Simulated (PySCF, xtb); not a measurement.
C5H9F, SMILES FC1[C@@H](C)[C@@H]1C.

GFN2-xTB run with xtb 6.7.1 at its own geometry gives an orbital gap of 9.39 eV and a dipole moment of 2.30 D.

Geometry: B3LYP-D3(BJ)/def2-SVP. The structure was generated by enumeration; whether it is a known compound was not checked.

Question: What does ωB97X/def2-TZVP (PySCF) give? (An estimate is asked for; the answer gives what the named calculation found.)

Answer: gap 13.56 eV (levels -10.16 and 3.39 eV), dipole 1.75 D.
